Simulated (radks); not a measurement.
Results of a calculation; reference values are marked as such.
Ionisation of neutral strontium, [Kr] 5s2, to Sr+, [Kr] 5s1, under several functionals. Dirac Kohn-Sham, spin-unpolarised, spherical densities, finite nucleus; a radial shooting solver on a logarithmic mesh with Libxc functionals.

functional	E(Sr) (hartree)	Exc (hartree)	IE (eV)	-e(HOMO) (eV)	<r> HOMO (bohr)	IE error (eV)
RPBE	-3180.02259	-105.33599	5.803	3.484	4.378	+0.108
LDA (Slater exchange, Perdew-Wang correlation)	-3176.08857	-101.34097	6.058	3.641	4.273	+0.364
SOGGA	-3177.56548	-102.84037	5.797	3.464	4.337	+0.103
XLYP	-3180.63438	-105.95278	5.826	3.391	4.316	+0.131

NIST Atomic Spectra Database: 5.695 eV (measured). Closest: SOGGA. The Delta-SCF values span 0.26 eV, the total energies 4.55 hartree. The highest occupied level is 5s1/2. Spin polarisation and multiplet splitting are left out, so open shells lie too high by an amount that depends on their filling.

Beside tabulated values, note that spin-unpolarised runs miss the spin-polarisation part of the exchange energy of open shells.
